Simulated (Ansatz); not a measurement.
Species: C3H3Br, SMILES `C=C=CBr` (charge 0, multiplicity 1), formula C3H3Br.

### Question
How many basis functions does frozen-core CCSD(T)/def2-TZVPP // B3LYP-D3(BJ)/def2-TZVP in Ansatz (a first-principles code) use, how many core orbitals are frozen, and how many electrons are correlated?

### Answer
183 basis functions and 12 frozen orbitals, which leaves 32 correlated electrons (filled d shells below the valence shell are correlated). Core time is of the order of minutes.
